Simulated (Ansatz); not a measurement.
Start from `FC(F)C#CC(F)F` and change one atom or group to get `CC#CC(F)F`.

Ansatz, PBE0-D4/def2-TZVP geometries, multiplicity 1. 

```csv
property,`FC(F)C#CC(F)F`
HOMO–LUMO gap (ωB97M-V/def2-TZVPP) / eV,12.86
LUMO energy (ωB97M-V/def2-TZVPP) / eV,1.32
HOMO–LUMO gap (B3LYP/def2-TZVPP) / eV,7.91
LUMO energy (PBE0/def2-TZVPP) / eV,-0.87
HOMO energy (B3LYP/def2-TZVPP) / eV,-9.04
size of the dipole moment (ωB97M-V/def2-TZVPP) / D,0.04
```

Q: What does the change do to each property? (Estimate.)

A: Ansatz gave: 
```tsv
property	`CC#CC(F)F`	shift
HOMO–LUMO gap (ωB97M-V/def2-TZVPP) / eV	12.90	0.04
LUMO energy (ωB97M-V/def2-TZVPP) / eV	2.44	1.12
HOMO–LUMO gap (B3LYP/def2-TZVPP) / eV	8.03	0.12
LUMO energy (PBE0/def2-TZVPP) / eV	0.31	1.18
HOMO energy (B3LYP/def2-TZVPP) / eV	-7.98	1.06
size of the dipole moment (ωB97M-V/def2-TZVPP) / D	3.05	3.01
```

With PBE0 the HOMO rises by 1.06 eV and the LUMO rises by 1.18 eV, so the gap widens by about 0.12 eV. PBE moves the HOMO by 1.01 eV and ωB97M-V by 1.08 eV.

Positive LUMOs are unbound, so they and the gaps depend on the basis.

B3LYP here is the variant with VWN-RPA as its local correlation; programs differ in this.
